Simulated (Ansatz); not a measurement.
# Two structures, one formula

The two ends of one reaction step of AlSiH8O4, doublet (PBE0-D4/def2-TZVP).

A:

```json
{"atom": "Al1", "x (Å)": "-1.5069", "y (Å)": "-0.0577", "z (Å)": "0.1644"}
{"atom": "O2", "x (Å)": "0.0835", "y (Å)": "-0.4143", "z (Å)": "-0.5174"}
{"atom": "Si3", "x (Å)": "0.6769", "y (Å)": "-1.1024", "z (Å)": "-1.8758"}
{"atom": "O4", "x (Å)": "-2.1847", "y (Å)": "1.4969", "z (Å)": "-0.1695"}
{"atom": "H5", "x (Å)": "0.1169", "y (Å)": "0.4941", "z (Å)": "1.9744"}
{"atom": "O6", "x (Å)": "-0.8884", "y (Å)": "0.5206", "z (Å)": "1.8988"}
{"atom": "H7", "x (Å)": "1.3549", "y (Å)": "0.0118", "z (Å)": "0.6734"}
{"atom": "O8", "x (Å)": "1.6358", "y (Å)": "0.3306", "z (Å)": "1.5598"}
{"atom": "H9", "x (Å)": "-0.0741", "y (Å)": "-2.3352", "z (Å)": "-2.2384"}
{"atom": "H10", "x (Å)": "0.6276", "y (Å)": "-0.1652", "z (Å)": "-3.0301"}
{"atom": "H11", "x (Å)": "2.1001", "y (Å)": "-1.4690", "z (Å)": "-1.6289"}
{"atom": "H12", "x (Å)": "-2.9306", "y (Å)": "1.6149", "z (Å)": "-0.7541"}
{"atom": "H13", "x (Å)": "-1.1913", "y (Å)": "1.4332", "z (Å)": "1.9959"}
{"atom": "H14", "x (Å)": "2.1804", "y (Å)": "-0.3583", "z (Å)": "1.9475"}
```

B:

```
atom    x (Å)    y (Å)    z (Å)
 Al1  -1.4840   0.0902   0.5396
  O2   0.1274  -0.7096  -0.1011
 Si3   0.4387  -0.8619  -1.7583
  O4  -1.9041   0.6889  -1.0307
  H5   0.9869   0.7434   1.8424
  O6  -0.6475   1.1412   1.6859
  H7   0.9134  -0.4924   0.5091
  O8   1.7842   0.2205   1.5634
  H9  -0.6561  -1.6519  -2.3532
 H10   0.6218   0.4505  -2.4086
 H11   1.7101  -1.6280  -1.8245
 H12  -2.8078   0.6882  -1.3405
 H13  -1.1559   1.6056   2.3498
 H14   2.0729  -0.2848   2.3266
```

Computed with Ansatz 0.2.0 (basis: def2-TZVPP); correlated methods freeze the cores; orbitals are unrestricted. B3LYP uses VWN-RPA correlation.

Q: Which structure is lower at CCSD(T), and by how much? (To be estimated.)

A: Computed: A, by 18.0 kJ/mol (electronic energy, against the other). By their contacts, A is a complex of AlSiH₆O₃ ([OH][Al]([OH2])[O][SiH3]) + H₂O and B is a complex of AlSiH₆O₃ ([OH][Al]([OH])[OH][SiH3]) + H₂O.

All methods give the same order:

| method | E(B) − E(A) (kJ/mol) |
| --- | --- |
| SPW92 | 8.6 |
| PBE-D4 | 14.0 |
| BLYP-D4 | 13.7 |
| r2SCAN-D4 | 16.4 |
| B97M-V | 20.6 |
| PBE0-D4 | 16.4 |
| B3LYP-D4 | 15.7 |
| r2SCAN0-D4 | 17.7 |
| BHLYP-D4 | 17.6 |
| CAM-B3LYP-D4 | 15.6 |
| wB97X-V | 16.0 |
| wB97M-V | 15.4 |
| B2PLYP | 18.5 |
| PBE-QIDH | 18.5 |
| RPA on PBE | 17.9 |
| HF | 27.1 |
| MP2 | 17.7 |
| CCSD | 19.1 |
| CCSD(T) | 18.0 |

The T1 diagnostic stays at or below 0.014. ⟨S²⟩ of the unrestricted Hartree–Fock references: 0.75 (a pure state has 0.75).

Labels in which every atom is bracketed show which atoms are joined, not bond orders.

For scale, one of the runs: CCSD(T)/def2-TZVPP, 320 basis functions, launched by `ansatz run in.yaml --threads 4 --pin off --events-out ev --progress --plain --max-ram 46080MiB --backend cuda --devices 0, --max-vram 37GiB`. Time: 30 s of wall clock on 4 CPU threads of an AMD EPYC 7R13 and a share of one NVIDIA H100; the host was shared. Peak host memory: 0.89 GiB.
